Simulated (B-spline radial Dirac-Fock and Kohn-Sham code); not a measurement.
## Kohn-Sham estimates against Dirac-Fock for the levels of In³⁺

System: indium as In³⁺, [Kr] 4d9 5s1 (not the ground configuration).

The density-functional columns are spherical, spin-unpolarised Dirac-Kohn-Sham results without Breit or QED terms: −ε is minus the orbital energy of the initial state and ΔSCF the difference of two total energies. The reference in the last column comes from ΔSCF Dirac-Fock with Breit, self-energy and vacuum polarisation, finite nucleus, configuration average. All numbers are from a radial atomic solver, in eV; a selection of levels is shown. For the 1s level of heavy atoms much of the gap between ΔSCF and the reference is the Breit and QED part, -89.8 eV here; for other levels the error of the functional can be larger.

```tsv
level	LDA −ε	LDA ΔSCF	Dirac-Fock
K (1s)	27738.7	28067.9	27986.8
L1 (2s)	4184.4	4243.4	4292.2
L2 (2p1/2)	3907.1	3980.2	3986.9
L3 (2p3/2)	3696.5	3765.4	3778.9
M1 (3s)	823.1	844.1	876.4
M2 (3p1/2)	711.0	732.5	753.0
M3 (3p3/2)	673.0	693.8	714.5
M4 (3d3/2)	473.9	496.7	498.3
N2 (4p1/2)	118.2	128.1	133.7
N3 (4p3/2)	111.3	121.1	127.0
N4,5 (4d)	53.00	61.66	59.99
O1 (5s)	35.61	40.59	38.34
```

Values without a named source are computed, but for edge energies of neutral atoms, which are taken from tables.
